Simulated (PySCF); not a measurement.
An unknown is described by computed data only.

Elements present: Al, C, Cl, H and O. Monoisotopic mass: 155.9689 u.

| Item | Value |
| --- | --- |
| Triplet | lowest triplet excitation (Tamm–Dancoff): 6.48 eV [TDA wB97X-D/def2-SVPD] |
| Rotational structure | rotational constants A, B, C: 1.905, 0.892, 0.697 GHz [PBE0-D3(BJ)/def2-SVP] |
| UV, first state | lowest singlet excitation: 6.69 eV (185 nm, f = 0.007) [TDDFT wB97X-D/def2-SVPD] |
| 1H NMR | chemical shifts (computed TMS as zero) by class: 3.98 (1 H), 1.27 (6 H) ppm [GIAO B3LYP/pcSseg-1 (pcSseg-2 on Al)] |
| 13C NMR | chemical shifts (computed TMS as zero) by class: 70.6 (1 C), 29.4 (2 C) ppm [GIAO B3LYP/pcSseg-1 (pcSseg-2 on Al)] |
| UV, strongest line | among the 15 lowest singlet transitions: S15 at 9.11 eV (136 nm, f = 0.234) [TDDFT wB97X-D/def2-SVPD] |
| XPS | Cl2p3/2 206.1 (×2), C1s 290.9 (×2), C1s 292.5, O1s 537.8, Al1s 1568.7, Cl1s 2828.7 (×2) eV [ΔSCF SCAN, pcX-2 on the ionised atom, pcseg-1 elsewhere, spin-free X2C, 2p3/2 from a spin–orbit splitting computed afterwards within the 2p shell] |
| NMR, other nuclei | isotropic shieldings of nuclei other than C and H, by class: 213 (1 O), 431 (1 Al), 942 (2 Cl) ppm [GIAO B3LYP/pcSseg-1 (pcSseg-2 on Al)] |
| Polarisability | 88.2 au [wB97X-D/def2-SVPD] |

Gas-phase values; electronic properties from PySCF, density fitting. Levels stand in brackets. One conformer (not necessarily the lowest) at the PBE0-D3(BJ)/def2-SVP geometry, without solvent, vibrations or thermal averaging. NMR classes are plain means over equivalent atoms (diastereotopic ones count apart unless rotation or inversion swaps them), as if these changed places fast.

**Question.** Which formula fits the mass and the elements?

**Answer.** C3H7AlCl2O (calculated 155.9689). No other formula that holds each of these elements comes within 0.0003 u with a fitting electron parity and a possible valence count.

**Question.** What is the compound? Reason from the data.

**Answer.** 3 carbons fall into 2 classes; from least to most shielded: carbon bonded to 2 C, O and H (70.6 ppm), carbon bonded to C and 3 H (29.4 ppm, 2 C). Hydrogen classes from least to most shielded: 1 H on a carbon bonded to 2 C, O and H (3.98 ppm), 6 H on 2 like atoms (carbon bonded to C and 3 H) (1.27 ppm). The other shieldings belong to: 213 ppm, oxygen bonded to Al and C; 431 ppm, aluminium bonded to 2 Cl and O; 942 ppm, chlorine bonded to Al. The core levels belong to: Cl2p3/2 206.1 eV, chlorine bonded to Al; C1s 290.9 eV, carbon bonded to C and 3 H; C1s 292.5 eV, carbon bonded to 2 C, O and H; O1s 537.8 eV, oxygen bonded to Al and C; Al1s 1568.7 eV, aluminium bonded to 2 Cl and O; Cl1s 2828.7 eV, chlorine bonded to Al. One atom of each topological class was ionised and stands for its class. The optimised geometry has point group C1 and is an asymmetric top. Structure: AlCl2(OiPr) (`CC(C)[O][Al]([Cl])[Cl]`). The assignments are read from this structure; whether some other isomer fits the data as well wasn't checked.
